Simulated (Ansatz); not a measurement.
```xyz
2

Cu   -0.0058    0.0064   -1.1212
Cu    0.0096   -0.0029    1.1158
```

RHF-MP2 on singlet Cu₂ was run in several spherical basis sets with Ansatz (development build ahead of 0.2.0). Frozen core: 10 orbitals.

Rank the basis sets by the total energy that they give, lowest first, with the distance from the lowest.
A. STO-3G
B. cc-pVTZ
C. def2-TZVP

B (0.00 eV), C (14.59 eV), A (1062.50 eV).

Totals follow the description of the cores as much as that of the bonds, so this order isn't one of quality for chemistry.
